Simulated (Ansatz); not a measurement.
FGeH$_{4}$NO, SMILES `[NH2][GeH]([OH])[F]`. Charge 0, multiplicity 1.

```xyz
8

N     1.246    0.433    0.531
Ge   -0.338   -0.328    0.149
O    -1.342    0.971   -0.480
F    -0.272   -1.490   -1.156
H     1.643    1.011   -0.195
H     1.952   -0.158    0.943
H    -0.917   -1.092    1.340
H    -1.972    0.653   -1.131
```

Task: List the harmonic frequencies (cm⁻¹, unscaled) at PBE0-D4/def2-TZVP in Ansatz. (An estimate is asked.)

Result: Computed: 155, 199, 215, 265, 288, 469, 675, 690, 728, 746, 766, 901, 934, 1573, 2207, 3585, 3686, 3896.

Task: Is this a minimum?

Result: Yes, all 18 modes are real.

Task: Give the ideal-gas thermochemistry at 298.15 K and 1 bar (rigid rotor, harmonic oscillator; point group C1, symmetry number 1).

Result: Zero-point energy 131.5 kJ/mol; H(298) − E = 150.6 kJ/mol; entropy 327.3 J/(mol·K), of which translation 169.1, rotation 106.7, vibration 51.5; G(298) − E = 53.0 kJ/mol.

Task: And at 400, 500, 600, 800 and 1000 K?

Result: 
```csv
T (K),H − E (kJ/mol),S (J/mol/K),G − E (kJ/mol)
400,161.3,358.1,18.1
500,173.0,384.2,-19.1
600,185.6,407.1,-58.7
800,212.6,445.9,-144.1
1000,241.4,478.0,-236.6
```

Task: Rotational constants (cm⁻¹)?

Result: 0.1996, 0.1747, 0.1148.
